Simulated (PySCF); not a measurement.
Spectrum to structure. Method: TDDFT CAM-B3LYP/def2-SVPD, vertical, gas phase, core orbitals frozen in the response in PySCF 2.14.0, density-fitted response routines. Geometries: PBE0-D3(BJ)/def2-SVP, one conformer each.

| state | E (eV) | f |
| --- | --- | --- |
| S1 | 5.31 | 0.0028 |
| S2 | 6.79 | 0.502 |
| S3 | 7.00 | 0.0024 |
| S4 | 7.06 | 0.049 |
| S5 | 7.57 | 0.0040 |
| S6 | 7.69 | 0.044 |

Orbital energies (eV): HOMO-3 -11.17, HOMO-2 -10.00, HOMO-1 -8.38, HOMO -8.34, LUMO 1.29, LUMO+1 1.32, LUMO+2 1.97.

**Question.** Which structure fits? All have the formula C6H11N.
A. `CC(C)=NC1CC1`
B. `C=NC1CCCC1`
C. `C1CC(N2CC2)C1`

**Answer.** A. Its S1 lies at 5.31 eV; the nearest of the others has S1 at 4.98 eV. S1 is HOMO-1→LUMO (90%). Löwdin shares by element: HOMO carbon 47% or more, nitrogen 23% (atoms not listed hold the other 29%); LUMO (one of a set within 0.03 eV) carbon 43% or more, nitrogen 25% (atoms not listed hold the other 32%). At the same level the other candidates give, for their lowest levels:
- `C=NC1CCCC1`: 4.98 eV (f 0.001); 7.37 eV (f 0.071); 7.71 eV (f 0.292); 7.95 eV (f 0.037); 8.03 eV (f 0.065); HOMO -8.70, LUMO 0.91 eV
- `C1CC(N2CC2)C1`: 6.88 eV (f 0.042); 7.19 eV (f 0.001); 7.35 eV (f 0.039); 7.54 eV (f 0.027); 7.99 eV (f 0.031); T1 6.65 eV; HOMO -8.15, LUMO 1.53 eV

Conformer computed: `[CH3:1][C:2]([CH3:3])=[N:4][CH:5]1[CH2:6][CH2:7]1`: C2–N4–C5–C6 147°.
Triplets come from the Tamm–Dancoff approximation.
